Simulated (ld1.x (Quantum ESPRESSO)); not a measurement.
# Ranking RRKJ potentials for tungsten (W)

All share these settings but for the change named:

- Element: tungsten (W)
- Generator: ld1.x (Quantum ESPRESSO) 7.5
- Type: norm-conserving RRKJ (Kleinman–Bylander form)
- Functional: PBE
- Relativity: scalar-relativistic
- Frozen core: [Xe] 4f14
- Valence charge: 6
- Reference configuration: 5d4 6s1.5 6p0 (charge +0.5)
- Partial waves: 6p (bound, empty): rc 3.80 bohr; 5d (bound): rc 2.55 bohr; 6s (bound): rc 2.35 bohr
- Local potential: the s channel
- Core correction: a·sin(br)/r model core, default radius (core density twice the valence density)
- rho0: 0.005

Test errors are all-electron minus pseudo excitation energies from the reference, over 5d4 6s2 6p0; 5d4 6s1 6p0; 5d4 6s0 6p0; 5d3 6s2 6p0; 5d2 6s0 6p0; 5d4 6s1 6p1; 5d5 6s1 6p0. None of these files shows a bound ghost.

The base gives 646.6 meV.

Of 7 variants that were run, those that failed, showed a ghost or another fault, or gave nearly equal values are left out.

A variant can come out equal or close to the base, since the largest error may sit in a test that the change hardly touches while other tests move.

Task: Rank these variants by their largest absolute test error, smallest first.
A. all radii but the core radius scaled by about 1.25 (s 2.94, p 4.76, d 3.20 bohr)
B. all radii but the core radius scaled by about 1.36 (s 3.20, p 5.18, d 3.48 bohr)
C. all radii but the core radius scaled by about 1.07 (s 2.52, p 4.08, d 2.74 bohr)
D. all radii but the core radius scaled by about 1.17 (s 2.76, p 4.46, d 3.00 bohr)

Result: A (107.3 meV), B (213.4 meV), D (363.2 meV), C (574.0 meV).
